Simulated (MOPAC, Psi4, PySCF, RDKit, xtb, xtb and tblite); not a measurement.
Two geometries of SMILES O=C(C[SiH3])C, relaxed at GFN2-xTB with one dihedral held; other torsions can differ between them too.

Structure A

```
13

C     -1.6153     0.7922     0.5499
C     -0.8857     0.0736    -0.5597
O     -1.1401     0.2651    -1.7242
C      0.1690    -0.8903    -0.1150
Si     1.5608    -0.0668     0.9038
H     -0.9963     1.6225     0.8873
H     -2.5554     1.1922     0.1781
H     -1.7961     0.1337     1.3946
H      0.5862    -1.3835    -0.9933
H     -0.2979    -1.6535     0.5086
H      2.6356    -1.0468     1.0593
H      1.0407     0.3057     2.2223
H      2.0421     1.1241     0.2060
```

Structure B

```
13

C      1.7495     0.7626     0.4864
C      0.9298     0.0406    -0.5484
O      1.1714     0.1248    -1.7271
C     -0.2219    -0.8047    -0.0492
Si    -0.5849    -0.9234     1.8133
H      1.1116     1.4344     1.0557
H      2.5407     1.3315     0.0035
H      2.1851     0.0434     1.1758
H     -1.1126    -0.4433    -0.5715
H     -0.0595    -1.8083    -0.4532
H     -1.7431    -1.8013     1.9834
H      0.5640    -1.4938     2.5203
H     -0.8959     0.4007     2.3567
```

Task: Which is lower in energy at the level DF-MP2 (frozen core)/cc-pVTZ // GFN2-xTB (Psi4 1.11), and by how much?

Result: A is lower, by 13.11 kJ/mol (dihedral O3–C2–C4–Si5: 120° in A, 180° in B).

E(B) − E(A) in kJ/mol at the other levels, on the same two geometries: GFN2-xTB (xtb and tblite) 13.73; MMFF94 // GFN2-xTB (RDKit) 13.00; PBE/def2-TZVP // GFN2-xTB (Psi4) 11.61; PBE-D3(BJ)/def2-TZVP // GFN2-xTB (Psi4) 11.65; HF/cc-pVTZ // GFN2-xTB (Psi4) 13.47; UFF // GFN2-xTB (RDKit) 10.22; PM6, restricted, heats of formation // GFN2-xTB (MOPAC) 8.38; AM1, restricted, heats of formation // GFN2-xTB (MOPAC) 11.91; GFN1-xTB // GFN2-xTB (xtb) 9.89; restricted B3LYP/6-31G*, spherical d // GFN2-xTB (PySCF) 11.74; restricted Hartree-Fock/LANL2DZ, with its core potentials past Ne // GFN2-xTB (PySCF) 13.59; restricted B3LYP/LANL2DZ, with its core potentials past Ne // GFN2-xTB (PySCF) 11.96; restricted Hartree-Fock/3-21G // GFN2-xTB (PySCF) 14.99.

MMFF94 has few fitted parameters for silicon.
